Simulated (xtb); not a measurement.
FOS, SMILES [S](F)=O (connectivity only; charge and spin as stated), charge -1, multiplicity 1. All values are semi-empirical tight-binding results from xtb (GFN2-xTB unless named), good for trends rather than for accurate numbers. Geometry optimised at GFN2-xTB. The spin state was assumed, not searched. The isomer is the one that the SMILES or the coordinates give; other isomers of the formula were not compared.

Optimised geometry:

Bond lengths (Å): O1–S2 1.514, S2–F3 1.820. Bond angles (°): O1–S2–F3 107.9.
Charge -1, spin multiplicity 1.

```
Property                                          Result
----------------------------------------  --------------
point group as xtb finds it                           Cs
orbital gap                                      1.84 eV
zero-point energy                           2.6 kcal/mol
G − E(el) at 298.15 K (modified RRHO)     -13.6 kcal/mol
static polarisability (D4 model)              31.2 bohr³
solvation energy, GFN2-xTB/ALPB(water)    -69.8 kcal/mol
solvation energy, GFN2-xTB/ALPB(octanol)  -52.9 kcal/mol
```

Problem. Give the atomic charges and the Wiberg bond orders between heavy atoms. (The exact figures need the calculation; the answer reports its results.)

Solution. charges (e) O1 -0.53, S2 -0.08, F3 -0.39. Bond orders O1–S2 1.81, S2–F3 0.83.
